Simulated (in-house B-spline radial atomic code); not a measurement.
Whole-atom quantities along the 19-electron series, configuration 1s2 2s2 2p6 3s2 3p6 3d3/2(1). Breit and QED terms are first order and not part of the total energy; the density at the nucleus is averaged over the nuclear charge. Computed with an all-electron radial atomic-structure program (B-spline basis): Dirac-Hartree-Fock, jj configuration that fills j = l - 1/2 first, finite nuclei.

```tsv
ion	Z	E/Z² (Eh)	Σ<r²> (bohr²)	n(0)/Z³ (bohr⁻³)	Lamb diamagnetic shielding (ppm)	repulsion over attraction	Breit energy (eV)	self-energy (eV)	vacuum polarisation (eV)
Se15+	34	-2.0063	2.9917	0.99392	2733.79	0.10274	31.414	23.66	-2.3242
Br16+	35	-2.0212	2.7561	1.0158	2829.13	0.10012	34.593	26.171	-2.6175
Kr17+	36	-2.0355	2.5474	1.0384	2924.91	0.097623	37.986	28.866	-2.9385
Rb18+	37	-2.0493	2.3615	1.0622	3021.14	0.095234	41.597	31.753	-3.2893
Sr19+	38	-2.0626	2.1952	1.0869	3117.84	0.092949	45.436	34.842	-3.6717
Zr21+	40	?	?	?	?	?	?	?	?
Nb22+	41	-2.1	1.7892	1.1662	3410.97	0.086653	58.389	45.4	-5.0306
Mo23+	42	?	?	?	?	?	?	?	?
Tc24+	43	-2.1231	1.5775	1.224	3609.12	0.082871	68.299	53.61	-6.1363
Ru25+	44	?	?	?	?	?	?	?	?
Rh26+	45	-2.1449	1.4009	1.2867	3809.64	0.079376	79.302	62.847	-7.426
```

Fill in the row of Zr21+.

E/Z² (Eh): -2.0879; Σ<r²> (bohr²): 1.9111; n(0)/Z³ (bohr⁻³): 1.1393; Lamb diamagnetic shielding (ppm): 3312.74; repulsion over attraction: 0.088664; Breit energy (eV): 53.824; self-energy (eV): 41.656; vacuum polarisation (eV): -4.5402.

Fill in the row of Mo23+.

E/Z² (Eh): -2.1117; Σ<r²> (bohr²): 1.6784; n(0)/Z³ (bohr⁻³): 1.1933; Lamb diamagnetic shielding (ppm): 3509.76; repulsion over attraction: 0.084724; Breit energy (eV): 63.212; self-energy (eV): 49.381; vacuum polarisation (eV): -5.5617.

Fill in the row of Ru25+.

E/Z² (Eh): -2.1341; Σ<r²> (bohr²): 1.4853; n(0)/Z³ (bohr⁻³): 1.2538; Lamb diamagnetic shielding (ppm): 3709.07; repulsion over attraction: 0.081089; Breit energy (eV): 73.66; self-energy (eV): 58.095; vacuum polarisation (eV): -6.7566.

With what power of Z does the column «Breit energy (eV)» change over this range?

A fit of the logarithm of its size against log Z from Z = 34 to 45 has slope 3.30.
